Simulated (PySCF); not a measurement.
## Ir⁺: excitation energy

Ir⁺ [Xe] 4f14 5d7 6s1 (5F) → Ir⁺ [Xe] 4f14 5d6 6s1 6p1 (high-spin determinant), as a difference of total energies. All numbers are calculated (PySCF 2.14, scalar relativity through the core potential, in aug-cc-pVTZ-PP with ECP60MDF (6s6p5d3f2g, 88 functions)). Correlated levels: valence: 5s2 5p6 frozen. The calculations carry no spin-orbit coupling.

```csv
method,excitation energy (eV)
UHF,5.140
LDA,6.866
PBE,6.833
PBE0,6.635
r2SCAN,6.494
BHandHLYP,6.749
M06-L,7.438
B2PLYP,6.784
wB97X-V,6.780
MP2 (valence),6.386
SCS-MP2 (valence),6.747
```

**Question.** How much does correlation contribute at MP2 (valence)?

**Answer.** 6.386 − (5.140) = 1.246 eV, measured against UHF.

The determinant of the upper state mixes LS terms, which raises its energy above the lowest term, most at the Hartree-Fock and MP2 levels.
